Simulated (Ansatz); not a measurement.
Reaction (ligand exchange at the Si–Te bond): `OB(O)[Te][SiH3]` + `[OH][Sn][F]` → `[F][Sn][O][SiH3]` + `OB(O)[TeH]`

Computed with Ansatz on PBE0-D4/def2-TZVP structures; ΔE is electronic, products minus reactants. CCSD(T)/CBS adds triple-zeta CCSD(T) − MP2 to the extrapolated MP2 energy (def2 sets, frozen cores). Functionals use def2-TZVPP. Elements past krypton have def2 core potentials. For Sn, Te outer-core shells are correlated without core-valence functions, which leaves a few kJ/mol of doubt a bond. Each species was taken in one conformer, which may not be the lowest.

**Question.** Is it downhill or uphill in electronic energy at CCSD(T)/CBS, and by how much? (An estimate is asked.)

**Answer.** Ansatz gave: Downhill: ΔE = -10.5 kcal/mol.

**Question.** What do these levels give: revPBE-D4, r2SCANh, LC-ωPBE, HF/def2-SVP, HF/def2-TZVPP, MP2/def2-QZVPP? (Best estimate.)

**Answer.** Ansatz gave: revPBE-D4 -6.6, r2SCANh -10.1, LC-ωPBE -10.4, HF/def2-SVP -17.1, HF/def2-TZVPP -17.6, MP2/def2-QZVPP -10.1 kcal/mol.

Largest T1 diagnostic among the species: 0.018.

From PBE to PBE0 (25 % exact exchange), in def2-TZVPP and without D4, ΔE moves by −1.4 kcal/mol. Leaving LDA and LC-ωPBE aside and taking each functional with its dispersion term where it has one, the values, not all of them listed here, spread over 7.1 kcal/mol, from BHLYP-D4 to PBE-D4. In def2-TZVPP, CCSD(T) changes the Hartree–Fock value by +5.8 kcal/mol (the triples alone add +1.1 kcal/mol) and MP2 by +6.8 kcal/mol.
